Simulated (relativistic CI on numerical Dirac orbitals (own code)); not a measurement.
# One change at a time: Os⁶⁶⁺

Base calculation: Dirac-Coulomb-Breit CI, orbitals from a KLI potential per configuration, QED by a radiative potential, unscaled Slater integrals.

CI space (outside the closed core 1s2): 2s2 2p6, 2s2 2p5 3s, 2s2 2p5 3p, 2s2 2p5 3d, 2s 2p6 3s, 2s 2p6 3p, 2s 2p6 3d, 2s2 2p5 4s, 2s2 2p5 4p, 2s2 2p5 4d, 2s2 2p5 4f, 2s2 2p4 3s2, 2s2 2p4 3s 3p, 2s 2p6 4s, 2s2 2p5 5s, 2s2 2p5 5p, 2s 2p6 4p, 2s2 2p4 3s 3d, 2s2 2p5 5d, 2s2 2p4 3p2, 2s2 2p5 5f, 2s2 2p5 5g, 2s 2p6 4d, 2s 2p6 4f, 2s2 2p4 3p 3d, 2s 2p5 3s2, 2s2 2p4 3d2, 2s 2p5 3s 3p, 2s 2p5 3s 3d, 2s 2p5 3p2, 2s 2p6 5s, 2s 2p5 3p 3d, 2s 2p6 5p, 2s 2p6 5d, 2s 2p6 5f, 2s 2p6 5g. Levels of other configurations are missing.

Variants: (1) QED terms removed. Shifts of the energy above 2s2 2p6 1S_0, in eV, for the lowest level and the first level of each name with at least 55 % of one term (blank where a level changes its place among those of its configuration and J or its character, or is not in the variant):

| Level | Base | Δ(1) |
| --- | --- | --- |
| 2s2 2p6 1S_0 | 0.0 | 0.0 |
| 2s2 2p5 3s 3P°_2 | 8767.4 | -2.8 |
| 2s2 2p5 3s 1P°_1 | 8776.3 | -2.8 |
| 2s2 2p5 3p 3D_3 | 9353.2 | +2.2 |
| 2s2 2p5 3p 1P_1 | 9353.7 | +2.2 |
| 2s2 2p5 3p 3P_2 | 9366.8 | +2.2 |
| 2s2 2p5 3p 1S_0 | 9426.2 | +2.2 |
| 2s2 2p5 3d 3P°_0 | 9518.0 | +3.2 |
| 2s2 2p5 3d 3P°_1 | 9528.4 | +3.2 |
| 2s2 2p5 3d 3F°_4 | 9623.6 | +3.0 |
| 2s2 2p5 3d 3D°_3 | 9641.5 | +3.0 |
| 2s2 2p5 3d 1P°_1 | 9671.7 | +3.0 |
| 2s2 2p5 3s 3P°_0 | 10336.9 | -4.2 |
| 2s2 2p5 3s 3P°_1 | 10340.3 | -4.2 |
| 2s2 2p5 3p 3D_1 | 10488.0 | +1.2 |
| 2s2 2p5 3p 3P_0 | 10538.8 | +1.2 |
| 2s 2p6 3s 3S_1 | 10837.4 | +14.5 |
| 2s 2p6 3s 1S_0 | 10878.5 | +15.5 |
| 2s 2p6 3p 3P°_1 | 10999.8 | +20.6 |
| 2s 2p6 3p 3P°_0 | 11001.1 | +20.9 |
| 2s2 2p5 3d 3F°_2 | 11098.1 | +1.8 |
| 2s 2p6 3p 3P°_2 | 11433.7 | +20.4 |

At this charge energies of transitions that change n are usually good to better than 1 %, and those within a shell (Δn = 0) to a few per cent.

Ionisation energy from the two ground configurations alone: base 16553.5 eV. The NIST ASD value (theoretical) is 16560 eV.

LS names give the leading component of a level, which can be under half, so a name can repeat, a term be missing and a line seem to break the LS rules.
